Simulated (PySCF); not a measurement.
2-chloro-3-fluorobuta-1,3-diene (C4H4ClF), SMILES C=C(F)C(=C)Cl.

The structure is a stationary point at r2SCAN-D4/def2-SVP. The values are those of a single conformer.

Level of theory: PySCF with PBE/def2-TZVP.

Symmetry labels are those of the subgroup Cs that the program uses (full group Cs).

Computed valence orbital energies around the gap with their symmetry:
| orbital | symmetry | energy (eV) |
|---|---|---|
| HOMO−7 | A' | -11.11 |
| HOMO−6 | A' | -10.35 |
| HOMO−5 | A' | -9.79 |
| HOMO−4 | A" | -9.33 |
| HOMO−3 | A' | -9.31 |
| HOMO−2 | A' | -7.71 |
| HOMO−1 | A" | -7.07 |
| HOMO | A" | -6.18 |
| LUMO | A" | -2.38 |
| LUMO+1 | A' | -0.51 |
| LUMO+2 | A" | 0.49 |
| LUMO+3 | A' | 1.08 |
